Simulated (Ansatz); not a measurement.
Geometry optimisation, RHF/def2-SVP (Ansatz).

Input:

```yaml
crystal:
  periodic: [false, false, false]
  atoms:
    - { symbol: W, position_ang: [0.0, 0.0, 0.0] }
    - { symbol: H, position_ang: [0.8322, 0.0, 1.7303] }
    - { symbol: F, position_ang: [1.8273, 0.0, 0.9293] }
    - { symbol: F, position_ang: [0.0, 1.85, 0.0] }
    - { symbol: H, position_ang: [-1.72, 0.0, 0.0] }
    - { symbol: F, position_ang: [0.0, -1.85, 0.0] }
    - { symbol: H, position_ang: [0.0, 0.0, -1.72] }
basis:
  gaussian: { orbitals: def2-SVP }
hamiltonian:
  xc: hf
relax:
  f_tol: 0.15
  max_steps: 25
  restrain:
    - { distance: [1, 2], at: 2.12, k: 30.0 }
    - { distance: [0, 1], at: 1.72, k: 30.0 }
    - { distance: [0, 2], at: 1.85, k: 30.0 }
```

Command:

```bash
$ ansatz run input.yaml --threads 1 --pin off --max-ram 2048MiB --backend cpu --events-out ev --progress --plain --runs-dir out
```

Q: Where does it end, and by what steps?

A: The forces met the threshold. The restraints hold the end off the free minimum. After 9 steps the energy has fallen by 4.642 eV (the restraints' own energy left out); H2 moved furthest, 0.97 Å.

```csv
step,energy less start (eV),largest force component (eV/Å),accepted
0,0.0000,5.162,yes
1,-0.5584,4.410,yes
2,-1.7340,2.996,yes
3,-2.6900,2.358,yes
4,-3.6329,1.559,yes
5,-4.1908,1.286,yes
6,-4.4369,1.907,yes
7,-4.5883,1.865,yes
8,-4.6338,1.728,yes
9,-4.6417,1.804,yes
```

```xyz
7
Properties=species:S:1:pos:R:3
W 0.296 0.000 0.053
H -0.135 0.000 1.678
F 1.913 0.000 1.006
F 0.524 1.762 -0.361
H -1.370 0.000 0.181
F 0.524 -1.762 -0.361
H -0.813 0.000 -1.256
```

Run time: 22 s on 1 thread of Arm Neoverse V1, on a shared host, peak memory 0.17 GiB.
